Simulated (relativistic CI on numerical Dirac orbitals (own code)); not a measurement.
# Energy levels of Si³⁺

Method of calculation: Dirac-Coulomb-Breit CI, orbitals from a KLI potential per configuration, model QED (radiative potential, 1s self-energy scaled to tabulated hydrogen-like ionisation energies), valence Slater integrals scaled by 0.85, P86 correlation estimate, and configurations built on the next ion tied to the tabulated ionisation energy (semi-empirical) (own radial code, finite nucleus).

Configuration list (outside the closed core [Ne]): 3s, 3p, 3d, 4s, 4p, 4d, 4f, 5s, 5p, 5d, 5g, 5f. Levels of other configurations are missing.

The lowest level is 3s ²S1/2, with 100 % of that term; Hund's rules for 3s give ²S with J = 1/2, in agreement.

| No. | Configuration | Term | J | E (eV) | % | Landé g | Lifetime (s) |
| --- | --- | --- | --- | --- | --- | --- | --- |
| 1 | 3s | ²S | 1/2 | 0.0000 | 100 | 2.002 |  |
| 2 | 3p | ²P° | 1/2 | 9.0569 | 100 | 0.666 | 1.02e-09 |
| 3 | 3p | ²P° | 3/2 | 9.1119 | 100 | 1.334 | 9.98e-10 |
| 4 | 3d | ²D | 5/2 | 20.0227 | 100 | 1.200 | 3.87e-10 |
| 5 | 3d | ²D | 3/2 | 20.0237 | 100 | 0.799 | 3.83e-10 |
| 6 | 4s | ²S | 1/2 | 24.1176 | 100 | 2.002 | 3.05e-10 |
| 7 | 4p | ²P° | 1/2 | 27.1511 | 100 | 0.666 | 1.06e-09 |
| 8 | 4p | ²P° | 3/2 | 27.1700 | 100 | 1.334 | 1.07e-09 |
| 9 | 4d | ²D | 5/2 | 31.0924 | 100 | 1.200 | 1.97e-09 |
| 10 | 4d | ²D | 3/2 | 31.0930 | 100 | 0.800 | 1.96e-09 |
| 11 | 4f | ²F° | 5/2 | 31.5313 | 100 | 0.857 | 2.58e-10 |
| 12 | 4f | ²F° | 7/2 | 31.5315 | 100 | 1.143 | 2.58e-10 |
| 13 | 5s | ²S | 1/2 | 32.9359 | 100 | 2.002 | 4.54e-10 |
| 14 | 5p | ²P° | 1/2 | 34.3325 | 100 | 0.666 | 1.46e-09 |
| 15 | 5p | ²P° | 3/2 | 34.3412 | 100 | 1.334 | 1.48e-09 |
| 16 | 5d | ²D | 5/2 | 36.2105 | 100 | 1.200 | 3.73e-09 |
| 17 | 5d | ²D | 3/2 | 36.2109 | 100 | 0.800 | 3.74e-09 |
| 18 | 5f | ²F° | 5/2 | 36.4305 | 100 | 0.857 | 4.78e-10 |
| 19 | 5f | ²F° | 7/2 | 36.4306 | 100 | 1.143 | 4.78e-10 |
| 20 | 5g | ²G | 7/2 | 36.4342 | 100 | 0.889 | 9.17e-10 |
| 21 | 5g | ²G | 9/2 | 36.4343 | 100 | 1.111 | 9.17e-10 |

Energies count from the lowest computed level; ° marks odd parity; lifetimes are radiative, by E1, M1, E2, M2, E3 decay to levels of this space only.

The mean weight of the leading LS term, summed over parents, in these 21 levels is 100 %, and that of the leading jj configuration (from the same eigenvectors) 100 %.

Configurations that consist of the next ion and one excited electron were tied to the tabulated ionisation energy; Rydberg ones are usually within 1,000 to 3,000 cm⁻¹ and the lowest ones within about 6,000 (9,000 in d shells), while levels on excited terms of the next ion carry the error of that term, and the other configurations can be misplaced by 10,000 cm⁻¹ or more. Rates follow the energies as ν³ (E1, M1) or ν⁵ (E2), so rates, branching and lifetimes can be off by large factors. The fine structure of a lone outer electron comes out too small, for d and f at times inverted, and misplaced configurations move strength between like terms. 16 of the 16 excited levels that our extract of the measured tables holds in this range could be paired (the sources list more); they are missed by 738 cm⁻¹ on average and 1762 at most, and levels without a partner can miss by more.
